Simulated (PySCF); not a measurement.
C3H2F4, SMILES C(C(F)(F)F)(=C)F.

The structure is a stationary point at B3LYP-D3(BJ)/def2-SVP.

Calculation: TDA-PBE/def2-SVPD in PySCF.

Vertical excitations.  State labels are in the subgroup Cs.

```csv
state,symmetry,energy (eV),λ (nm),f,main pairs
S1,A",7.41,167,0.028,HOMO→LUMO+1 96 %
S2,A",7.58,164,0.005,HOMO−1→LUMO 95 %
S3,A',7.72,161,0.404,HOMO→LUMO 84 %
S4,A",7.86,158,0.002,HOMO→LUMO+2 99 %
S5,A',8.15,152,0.005,HOMO−2→LUMO 99 %
S6,A",8.37,148,0.002,HOMO→LUMO+3 92 %
S7,A",8.43,147,0.001,HOMO−3→LUMO 89 %
S8,A',8.73,142,0.012,HOMO−4→LUMO 98 %
S9,A",8.77,141,0.000,HOMO→LUMO+4 98 %
S10,A",9.10,136,0.002,HOMO−5→LUMO 97 %
T1,A',4.37,284,0,HOMO→LUMO 99 %
T2,A",7.13,174,0,HOMO−1→LUMO 99 %
T3,A",7.20,172,0,HOMO→LUMO+1 98 %
T4,A",7.61,163,0,HOMO→LUMO+2 99 %
```
Triplets are in the Tamm–Dancoff approximation.
